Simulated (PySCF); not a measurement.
**Fractional electron number in Ti (titanium, neutral)**

The 4s beta orbital of [Ar] 3d2 4s2 is emptied in steps (occupation f), with all orbitals relaxed, ending at [Ar] 3d2 4s1. Computed with PySCF 2.14 in def2-TZVP, with the non-relativistic Hamiltonian (point nucleus). The exact energy is a straight line in f; departures are measured from the line between the end points of the same method.

```tsv
f	UHF (eV)	LDA (eV)	PBE (eV)
1	0.000	0.000	0.000
0.8	0.028	-0.422	-0.407
0.6	0.040	-0.636	-0.612
0.4	0.037	-0.637	-0.613
0.2	0.024	-0.425	-0.407
0	0.000	0.000	0.000
```

Question: For UHF, how does the orbital energy at f = 1 compare with the removal energy?

Answer: −ε = 5.718 eV against a total-energy difference of 5.530 eV. By Janak's theorem ε = ∂E/∂f, so the gap between them reflects the curvature. Along the path −ε is 5.626 (f = 0.8), 5.551 (f = 0.6), 5.487 (f = 0.4), 5.434 (f = 0.2) eV.

```tsv
method	E(f=0) − E(f=1) (eV)	−ε at f=1 (eV)	−ε at f=0.4 (eV)
UHF	5.530	5.718	5.487
LDA	6.890	4.261	7.417
PBE	6.662	4.131	7.171
```

Reference removal energy between the ground levels: 6.828 eV (measured; NIST Atomic Spectra Database, ionization energies). The calculation has no spin-orbit coupling. UHF lacks correlation.
